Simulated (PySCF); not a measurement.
C3H4BrCl.

```xyz
9

C     -1.6851    -1.0687     0.0000
C     -0.1978    -1.0713     0.0000
Cl     0.5215    -2.6714     0.0000
C      0.6505    -0.0318     0.0000
Br     0.0857     1.7669     0.0000
H     -2.0667    -1.5999     0.8869
H     -2.0722    -0.0413     0.0000
H     -2.0667    -1.5999    -0.8869
H      1.7345    -0.1557     0.0000
```
Charge 0, spin multiplicity 1.

Coordinates come from a r2SCAN-D4/def2-SVP optimisation.

Calculation: PBE/pcSseg-1 (PySCF). Non-relativistic, no solvent.

Task: Give the absolute GIAO shielding of each atom: isotropic value and principal components (ppm). (Estimate from the structure and the level; the computed values follow.)

Result: 
| atom | σ(iso) | σ11 | σ22 | σ33 | span |
|---|---|---|---|---|---|
| C1 | 155.9 | 140.8 | 147.6 | 179.4 | 38.6 |
| C2 | 31.9 | -67.2 | 68.6 | 94.3 | 161.5 |
| Cl3 | 616.9 | 375.0 | 516.6 | 959.2 | 584.2 |
| C4 | 59.3 | -21.8 | 88.9 | 110.7 | 132.6 |
| Br5 | 1997.7 | 1430.5 | 1860.2 | 2702.3 | 1271.7 |
| H6 | 29.3 | 25.4 | 27.4 | 35.0 | 9.7 |
| H7 | 28.4 | 22.1 | 30.8 | 32.1 | 10.0 |
| H8 | 29.3 | 25.4 | 27.4 | 35.0 | 9.7 |
| H9 | 25.2 | 18.9 | 26.8 | 30.0 | 11.1 |
